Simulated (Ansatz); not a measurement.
Species: H₅NSi₂, SMILES `[SiH2]=N[SiH3]` (charge 0, multiplicity 1).

Problem. Give a relaxed geometry from CAM-B3LYP-D3(BJ)/def2-TZVP (Ansatz, a first-principles code).

Solution. the end point of this relaxation (outside a Z-matrix the atoms follow the SMILES, hydrogens last).
Bond lengths (Å): Si1–N2 1.559, Si1–H4 1.478, Si1–H5 1.474, N2–Si3 1.690, Si3–H6 1.482, Si3–H7 1.482, Si3–H8 1.485. Angles (°): N2–Si1–H4 125.6, N2–Si1–H5 122.7, H4–Si1–H5 111.6, Si1–N2–Si3 162.1, N2–Si3–H6 110.0, N2–Si3–H7 110.1, N2–Si3–H8 113.5, H6–Si3–H7 108.4, H6–Si3–H8 107.5, H7–Si3–H8 107.3.
